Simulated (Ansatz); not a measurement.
A geometry relaxed with B3LYP-D3(BJ)/def2-TZVP run with Ansatz (a program for electronic structure), charge 0, multiplicity 1:

```xyz
12

H     -1.8610    -1.1633     1.7254
H      0.9435     2.1770    -0.1064
Si    -0.8781     0.7882     0.5774
C     -1.6614    -0.8971     0.6849
Si     1.7858    -0.0629    -0.9108
H      3.1083    -0.0960    -0.2322
H     -1.7043     1.8597     1.1749
C      0.6346     1.1349    -0.1272
H      2.0434     0.2581    -2.3395
H     -2.6169    -0.9115     0.1556
H     -1.0100    -1.6537     0.2491
H      1.2161    -1.4335    -0.8511
```

Q: Write the SMILES of this molecule.

A: `C/[SiH]=C\[SiH3]`
